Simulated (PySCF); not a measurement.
PySCF 2.14 output of an unrestricted LDA calculation on a single atom or ion in cc-pVDZ-X2C, with the spin-free X2C one-electron Hamiltonian (Gaussian nucleus):

```
SCF conv_tol = 1e-09
number electrons alpha = 36  beta = 30
    P. A. M. Dirac.,  Math. Proc. Cambridge Philos. Soc. 26, 376 (1930)
    F. Bloch.,  Z. Phys. 57, 545 (1929)
    S. H. Vosko, L. Wilk, and M. Nusair.,  Can. J. Phys. 58, 1200 (1980)
cycle= 1 E= -12147.9717871147  delta_E= -0.0135  |g|= 0.371  |ddm|=  1.1
cycle= 2 E= -12147.9348951441  delta_E= 0.0369  |g|= 0.644  |ddm|= 0.432
cycle= 3 E= -12147.9880694715  delta_E= -0.0532  |g|= 0.0236  |ddm|= 0.309
cycle= 4 E= -12147.9882298195  delta_E= -0.00016  |g|= 0.00128  |ddm|= 0.0571
cycle= 5 E= -12147.9882327828  delta_E= -2.96e-06  |g|= 0.000237  |ddm|= 0.00814
cycle= 6 E= -12147.9882332747  delta_E= -4.92e-07  |g|= 8.15e-05  |ddm|= 0.00388
cycle= 7 E= -12147.9882333186  delta_E= -4.4e-08  |g|= 2.47e-06  |ddm|= 0.00153
cycle= 8 E= -12147.9882333186  delta_E= 5.46e-12  |g|= 1.03e-06  |ddm|= 1.98e-05
converged SCF energy = -12147.9882333186  <S^2> = 12.022588  2S+1 = 7.0064508
```

The run itself started from symmetry-adapted Hartree-Fock orbitals and held the occupation by maximum overlap, on a logarithmic radial grid, so the iterations belong to that start.

Task: Which element, charge and spin multiplicity is this?

Result: Dy (dysprosium, neutral), multiplicity 7; the state was [Xe] 4f9 5d1 6s2, one real determinant (an excited configuration).

⟨L²⟩ = 30.10 against 56 for a pure K term, so this real determinant mixes terms. Spin-orbit coupling, absent here, splits the open shell strongly.
